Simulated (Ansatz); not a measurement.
**Strength of the C–Si bond: SiH(CH3)(OH)(SiH3) → SiH(OH)(SiH3) + CH3**

Species: SiH(CH3)(OH)(SiH3), singlet; SiH(OH)(SiH3), doublet; CH3 `[CH3]`, doublet. 

Shapes, held fixed at every level: PBE0-D4/def2-TZVP. Flexible molecules stand in one conformer, not always the lowest. Programs: Ansatz 0.2.0. The zero-point and thermal change to 298 K, harmonic and unscaled (PBE0-D4/def2-TZVP), is -15.4 kJ/mol.

| level | kind | ΔH(298 K) (kJ/mol) | less CCSD(T)/CBS estimate | CPU time (sum over the molecules) |
| --- | --- | --- | --- | --- |
| HF/def2-SVP | Hartree–Fock | +268.0 | -104.3 | – |
| r2SCAN0-D4/def2-TZVPP | global hybrid | +340.9 | -31.4 | 31 s |
| wB97M-V/def2-TZVPP | range-separated hybrid | +375.3 | +3.0 | 67 s |
| CCSD(T)/def2-SVP | coupled cluster or CI | +352.1 | -20.2 | 20 s |
| CCSD(T)/def2-TZVPP | coupled cluster or CI | +363.0 | -9.3 | 10 min |
| CCSD/def2-TZVPP | coupled cluster or CI | +355.5 | -16.8 | – |
| CCSD(T)/CBS estimate | coupled cluster or CI | +372.3 | 0.0 | 13 min |

The highest level, CCSD(T)/CBS estimate, gives ΔH(298 K) = +372.3 kJ/mol; the levels span +268.0 to +375.3. The column of differences is taken from that level and isn't an error. Hartree–Fock misses the correlation of the pair that is broken and comes out low. No measured value is set beside it here. Open shells run unrestricted unless RO is named. The CBS estimate extrapolates MP2 from def2-TZVPP and def2-QZVPP and adds CCSD(T) − MP2 in the triple-zeta set, cores frozen. Times are processor times on shared x86 and Arm servers, and rough.
